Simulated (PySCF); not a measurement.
Species: C7H12O3.
Z-matrix (Å and degrees, GFN2-xTB geometry), rows numbered from 1:
```
C 
O   1  1.4058
C   2  1.4014  1  113.05
C   3  1.5451  2  117.49  1    76.21
C   4  1.5396  3   89.16  2   129.53
C   5  1.5216  4  117.37  3  -132.57
C   5  1.5126  4  111.61  3    98.32
O   7  1.2021  5  125.75  4     5.14
O   7  1.3393  5  112.19  4  -173.73
C   3  1.5339  2  113.53  1   178.64
H   1  1.0880  2  106.66  3   178.58
H   1  1.0958  2  111.47  3   -61.92
H   1  1.0971  2  111.07  3    59.29
H   3  1.0993  2  110.32  1   -53.48
H   4  1.0870  3  116.49  2  -112.37
H   4  1.0872  3  111.79  2    15.97
H   6  1.0872  5  109.92  4    52.05
H   6  1.0885  5  110.34  4   -67.77
H   6  1.0872  5  110.15  4   172.06
H   9  0.9703  7  110.08  5   179.04
H  10  1.0870  3  117.01  2   106.81
H  10  1.0870  3  110.74  2   -19.83
```

Definitions: NICS(0) = −σiso at the ring centroid; NICS(1) = −σiso and NICS(1)zz = −σzz at ±1 Å along the ring normal z. Level: GIAO PBE0/pcSseg-1 (PySCF, non-relativistic, gas phase) on the GFN2-xTB geometry, one conformer.

Ring bond lengths (Å), with Mayer bond orders in brackets: C3–C4 1.545 (1.01), C4–C5 1.540 (1.00), C5–C10 1.549 (0.96), C10–C3 1.534 (1.02).

Problem. Give the NICS values of each ring in ppm.

Solution. 
```csv
ring,type,NICS(0),"NICS(1), two faces","NICS(1)zz, two faces",rms pucker (Å),"centre to ring atoms, mean (Å)"
C3–C4–C5–C10,4-membered carbocycle; formal bonds all single,-3.0,-1.0 / -2.4,4.1 / 0.4,0.09,1.09
```

Problem. What can be read from them?

Solution. 
- C3–C4–C5–C10: mean NICS(1)zz 2.3 ppm, near zero. C3, C4, C5, C10 have four or more neighbours, and the NICS criterion for π rings isn't applied. The two faces differ by 3.7 ppm, so no symmetry operation interchanges them.

Problem. Give the inner angles of the rings and the Hirshfeld charges of the ring atoms.

Solution. 
- C3–C4–C5–C10: C3 89.5° (+0.043 e), C4 89.2° (-0.089 e), C5 89.1° (+0.014 e), C10 89.2° (-0.076 e); sum 357.0° against 360° for a flat convex ring.

Hardware: one thread of an Arm Neoverse V1, on a shared host. Cost: 59 s (grids of density and orbitals included), 1.1 GiB resident at most. This is the whole shielding run at PBE0/pcSseg-1, SCF included.
